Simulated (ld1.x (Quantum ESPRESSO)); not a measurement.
**Before and after: TM potential for Hf (Z = 72)**

```
Element                 : Hf (Z = 72)
Generator               : ld1.x (Quantum ESPRESSO) 7.5
Type                    : norm-conserving Troullier–Martins (Kleinman–Bylander form)
Functional              : PBEsol
Relativity              : scalar-relativistic
Frozen core             : [Kr] 4d10 4f14 5s2
Valence charge          : 10
Reference configuration : 5p6 5d2 6s2 6p0
Partial waves           : 6s (bound): rc 2.15 bohr; 5p (bound): rc 2.05 bohr; 5d (bound): rc 3.00 bohr
Local potential         : all-electron potential smoothed inside 1.60 bohr (lloc = -1)
Core correction         : a·sin(br)/r model core, default radius (core density twice the valence density)
```

All-electron outer shells of the reference configuration (PBEsol, scalar-relativistic, ld1.x):

| shell | level (eV) | outermost node (bohr) | outermost maximum (bohr) |
| --- | --- | --- | --- |
| 5s | -67.04 | 0.55 | 1.01 |
| 5p | -35.59 | 0.60 | 1.16 |
| 4f | -16.86 | – | 0.45 |
| 6s | -5.13 | 1.37 | 2.89 |
| 5d | -2.71 | 0.67 | 1.69 |
| 6p | -1.37 | 1.66 | 4.05 |

Change: wave 5d (bound): rc 3.00 bohr becomes 5d (bound): rc 1.84 bohr.

Cutoffs: the cutoffs (Ry, on a coarse ladder) from which the occupation-weighted sum of valence levels, in a spherical-Bessel basis at the reference potential, stays within 10 and 1 mRy of its value at 400 Ry; they do not see the model core or the augmentation charge, which bear on the density cutoff. Errors are all-electron minus pseudo energies relative to the spin-unpolarised reference configuration.

**Question.** How do hardness, ghosts and transferability respond?

**Answer.** The potential gets neither clearly harder nor softer (25 Ry and 45 Ry → 25 Ry and 45 Ry); both files keep a bound ghost (s); of the 7 tests that both files solve, the error grows in 5 and shrinks in 0 by more than 15 % and 0.3 meV (median size 15.9 → 22.8 meV). That the errors move this way runs against the usual rule that smaller radii transfer better.

```csv
quantity,base,changed
"cutoff, loose",25 Ry,25 Ry
"cutoff, tight",45 Ry,45 Ry
loose cutoff by channel (10 mRy a level),"s 12 Ry, p 18 Ry, d 18 Ry","s 12 Ry, p 18 Ry, d 21 Ry"
bound ghosts,s,s
"error for 5p6 5d2 6s1 6p0, meV [ΔE 8.01 eV]",-3.8,-4.5
"error for 5p6 5d2 6s0 6p0, meV [ΔE 22.17 eV]",-22,-23
"error for 5p6 5d1 6s0 6p0, meV [ΔE 43.94 eV]",-65,-69
"error for 5p6 5d3 6s1 6p0, meV [ΔE 2.59 eV]",-6.9,-14
"error for 5p6 5d0 6s0 6p0, meV [ΔE 76.77 eV]",-150,-267
"error for 5p6 5d3 6s0 6p0, meV [ΔE 10.01 eV]",-16,-35
"error for 5p6 5d2.5 6s1.5 6p0, meV [ΔE 1.25 eV]",-2.6,-4.6
```

 A true bound ghost makes a file unfit for plane-wave use even where its test errors are small: the radial tests pick states by their node count and pass the ghost by.
